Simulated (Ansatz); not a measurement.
Basis-set extrapolation for bis(diethylamino)silane (BDEAS) (`CCN(CC)[SiH2]N(CC)CC`) (PBE0-D4/def2-TZVP geometry, frozen core, the Gaussian-basis code of Ansatz). Multiplicity 1, RHF reference.

```json
{"": "HF", "def2-TZVPP": "-713.788996", "def2-QZVPP": "-713.818697"}
{"": "MP2 correlation", "def2-TZVPP": "-1.961564", "def2-QZVPP": "-2.087063"}
{"": "CCSD(T) correlation", "def2-TZVPP": "-2.157826", "def2-QZVPP": "not run"}
```

Energies in hartree. Use E(X) = E(∞) + A·exp(−7.88·√X) for Hartree–Fock and E(X) = E(∞) + B·X^(−2.97) for correlation, with X = 3 and 4, and add CCSD(T) minus MP2 of the smaller set to the MP2 limit.

Task: What is the CCSD(T) energy at the basis-set limit?

Result: HF limit: -713.818697 + (-0.029701) × 0.13774 = -713.82279. MP2 limit: -2.087063 + (-0.125499) × 0.74074 = -2.18003. Higher-order term: -2.157826 − (-1.961564) = -0.19626. Total: -716.19908 hartree, 6.86 eV below CCSD(T)/def2-TZVPP.
